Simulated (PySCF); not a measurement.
**UHF on Mn⁺ (manganese, charge +1)**

Configuration: [Ar] 3d5 4s1, high-spin 7S determinant. Calculation: PySCF 2.14, in 6-31G* (5s4p2d1f, 34 functions); the non-relativistic Hamiltonian (point nucleus).

```
Total energy                                     : -1149.501429 hartree
One-electron energy                              : -1578.0063 hartree
Hartree (Coulomb) energy                         : 479.4067 hartree
Exchange energy                                  : -50.9018 hartree
Kinetic energy                                   : 1149.26080 hartree
⟨S²⟩                                             : 12.0002
⟨L²⟩                                             : 0.000
Sum of ⟨r⟩                                       : 17.87 bohr
Sum of ⟨r²⟩                                      : 25.80 bohr²
Density at the nucleus (Gaussians lack the cusp) : 9930 bohr⁻³
Spin density at the nucleus                      : 3.22 bohr⁻³
Langevin diamagnetic susceptibility              : -20.4 ×10⁻⁶ cm³/mol
Time after the integrals                         : 0.06 s of wall time on 1 thread of Neoverse-V2 (shared host)
```

```tsv
shell	electrons	mean orbital energy (hartree)	rms radius, mean of both spins (bohr)
1s α	1	-240.81369	0.0713
1s β	1	-240.80914	0.0713
2s α	1	-29.47043	0.305
2s β	1	-29.33372	0.305
2p α	3	-25.17366	0.274
2p β	3	-25.04178	0.274
3s α	1	-4.31046	0.924
3s β	1	-3.89001	0.924
3p α	3	-3.01714	0.991
3p β	3	-2.51421	0.991
3d α	5	-0.91847	1.24
4s α	1	-0.53643	3.15
```
